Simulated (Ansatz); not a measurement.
System: SbH₃, charge 0, singlet. SbH3 (SMILES [SbH3]).
B3LYP-D3(BJ)/def2-TZVP minimum from Ansatz (a first-principles code):
```
Sb
H 1 1.7138
H 1 1.7138 2 91.40
H 1 1.7138 2 91.40 3 91.44
```

Property: atomisation energy (electronic, to ground-state atoms), in kcal/mol. Radicals and triplets start from unrestricted determinants; spin-orbit coupling is neglected. Cores are frozen in correlated methods (noble-gas shells, and filled d and f shells in the p block). Past Kr the def2 sets carry scalar-relativistic core potentials. CBS(X,Y): correlation extrapolated as X^-3, Hartree-Fock from the larger set. A bracket is a step between two methods taken in the basis named. For partners of very few electrons the exact lower level stands in for a higher one. Spin-orbit terms, left out, reach several kcal/mol for Br and I, and more for heavier atoms.

CCSD(T)/CBS(def2-TZVPP,def2-QZVPP) + [CCSDT(Q) - CCSD(T)]/def2-QZVPP + [CCSDTQ - CCSDT(Q)]/def2-SVP (Ansatz) gives 195.2 kcal/mol.

### Question
How far off this value is PBE/def2-TZVPD (Ansatz), in which direction, and how far these levels: r2SCAN/def2-TZVPD, B3LYP/def2-TZVPD, PBE0/def2-TZVPD, wB97M-V/def2-TZVPD, B2PLYP/def2-TZVPD, CCSD(T)/CBS(def2-TZVPP,def2-QZVPP)?

### Answer
PBE gives 194.1 kcal/mol, 1.1 kcal/mol below it. Differences of the others: r2SCAN/def2-TZVPD (Ansatz) -1.3; B3LYP/def2-TZVPD (Ansatz) 4.3; PBE0/def2-TZVPD (Ansatz) -4.4; wB97M-V/def2-TZVPD (Ansatz) 1.0; B2PLYP/def2-TZVPD (Ansatz) -3.2; CCSD(T)/CBS(def2-TZVPP,def2-QZVPP) (Ansatz) -0.2 kcal/mol.
